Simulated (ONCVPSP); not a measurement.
Pseudopotential generation for barium: ONCV, PBEsol, scalar-relativistic.

ONCVPSP 4.0.1 input, shortened (lines: element, Z, core and valence counts, functional; n l f; lmax; l rc ep ncon nbas qcut; lloc lpopt rc5 dvloc0; l nproj debl; icmod fcfact rcfact), PBEsol, scalar-relativistic:

```
  Ba 56.00    9    3  -116133      upf
    1    0    2.00
    2    0    2.00
    2    1    6.00
    3    0    2.00
    3    1    6.00
    3    2   10.00
    4    0    2.00
    4    1    6.00
    4    2   10.00
    5    0    2.00
    5    1    6.00
    6    0    1.50
    2
    0    2.40    0.00    4    7    4.90
    1    1.90    0.00    4    7    3.40
    2    2.60    0.32    3    6    4.20
    4    5    1.70    1.00
    0    2    3.70
    1    2    1.70
    2    2    2.90
    0    0.00    0.00
```

In the d channel the program set the typed energies aside and used 0.050, 2.950 Ha.

All-electron outer shells of the reference configuration (PBEsol, scalar-relativistic, ld1.x):

```csv
shell,level (eV),outermost node (bohr),outermost maximum (bohr)
5s,-36.41,0.80,1.47
5p,-21.43,0.86,1.67
6s,-5.36,1.96,4.00
```

What the tests gave:

```json
{"Cutoffs needed": "33 Ha and 41 Ha (the cutoffs (Ha) at which the residual kinetic energy of the hardest occupied pseudo-wave falls to 1 and 0.1 mHa per electron)", "Ghost test": "no bound ghost flagged; GHOST(+) flagged for s at 76.5 eV", "Largest excitation error": "-48 meV (all-electron minus pseudo) for 5s1 5p6 6s2, out of 4 test configurations"}
```

Generation and tests took about 3.2 s on one core of a shared server CPU.
